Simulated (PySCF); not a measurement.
**Peak assignment**

Cartesian coordinates in Å; atom numbers follow the order of the lines, from 1:
```xyz
33

C    -2.0048   -0.1779   -2.1981
Al   -2.0812    0.6174   -0.3804
C    -3.4855   -0.0681    0.8560
C    -1.5909    2.5353   -0.1945
P    -0.1478   -0.5484    0.6862
C    -0.3688   -2.3591    0.6607
C     0.0587   -0.1586    2.4629
C     1.5023   -0.2371   -0.0224
C     1.9178    1.0976   -0.1379
C     3.1637    1.4023   -0.6779
C     4.0031    0.3812   -1.1238
C     3.5911   -0.9460   -1.0267
C     2.3475   -1.2553   -0.4771
H    -1.0595    0.0546   -2.7186
H    -2.1183   -1.2763   -2.1937
H    -2.8186    0.2146   -2.8336
H    -3.5664   -1.1695    0.8567
H    -4.4773    0.3098    0.5485
H    -3.3448    0.2565    1.9020
H    -1.3670    2.8342    0.8448
H    -2.4360    3.1695   -0.5185
H    -0.7309    2.8246   -0.8223
H    -1.3230   -2.5855    1.1582
H     0.4439   -2.8910    1.1772
H    -0.4402   -2.7033   -0.3810
H     0.3052    0.9074    2.5684
H    -0.8962   -0.3424    2.9772
H     0.8555   -0.7635    2.9197
H     1.2543    1.9048    0.1850
H     3.4768    2.4456   -0.7614
H     4.9780    0.6218   -1.5542
H     4.2413   -1.7497   -1.3804
H     2.0415   -2.3012   -0.4091
```

- coordinates at the PBE0-D3(BJ)/def2-SVP level
- GIAO PBE/pcSseg-1 shieldings
- code: PySCF 2.14
- relativity neglected, fast rotation and ring inversion assumed for equivalent nuclei, no solvent model, a single conformation

Referencing at the same level of theory: 13C (σ = 180.03 ppm) and 1H (σ = 31.20 ppm) against TMS.

Q: Assign these signals to the numbered atoms. 13C{1H} NMR (computed): δ 137.4 (C), 133.6 (CH), 132.8 (CH), 132.1 (CH), 11.2 (CH3), -13.0 (CH3).

A: 
| δ (ppm) | atoms | environment | reason |
| --- | --- | --- | --- |
| 137.4 | C8 | substituted aromatic carbon | – |
| 133.6 | C9/C13 | aromatic CH | the aromatic region |
| 132.8 | C11 | aromatic CH | – |
| 132.1 | C10/C12 | aromatic CH | – |
| 11.2 | C6/C7 | methyl carbon bonded to P | – |
| -13.0 | C1/C3/C4 | methyl carbon bonded to Al | an electropositive neighbour leaves it electron-rich and shielded |

C9/C13 and C11; C11 and C10/C12 lie closer than the usual error of such a calculation, so a measured spectrum could show them in the other order.

Q: Assign these signals to the numbered atoms. 1H NMR (500 MHz, computed): δ 7.47 (m, 2H), 7.45 (m, 2H), 7.40 (m, 1H), 1.36 (m, 6H), -0.79 (m, 9H).

A: 
| δ (ppm) | atoms | environment | reason |
| --- | --- | --- | --- |
| 7.47 | H29/H33 | hydrogen on an aromatic CH | the ring current deshields protons in the ring plane |
| 7.45 | H30/H32 | hydrogen on an aromatic CH | – |
| 7.40 | H31 | hydrogen on an aromatic CH | – |
| 1.36 | H23/H24/H25/H26/H27/H28 | hydrogen on a methyl carbon bonded to P | – |
| -0.79 | H14/H15/H16/H17/H18/H19/H20/H21/H22 | hydrogen on a methyl carbon bonded to Al | an electropositive neighbour shields it, as in TMS itself |

H29/H33 and H30/H32; H30/H32 and H31 lie closer than the usual error of such a calculation, so a measured spectrum could show them in the other order.

Splittings by 31P in the carbon and heteronuclear signals aren't shown, as no couplings were computed. Shifts are as computed. Against solution values, carbons near 30 ppm lie about +2 ppm off and those near 130 ppm about +2 ppm. Of 1211 compounds with measured shifts, 218 miss one by over three times the rms of a fit or turn the order of signals round; such compounds aren't used in these exercises. No couplings were computed; multiplicities are counted from neighbouring protons, with m where these are inequivalent, close in shift, in a saturated or five-membered ring or joined by F or P, and br s for small geminal =CH2 splittings.
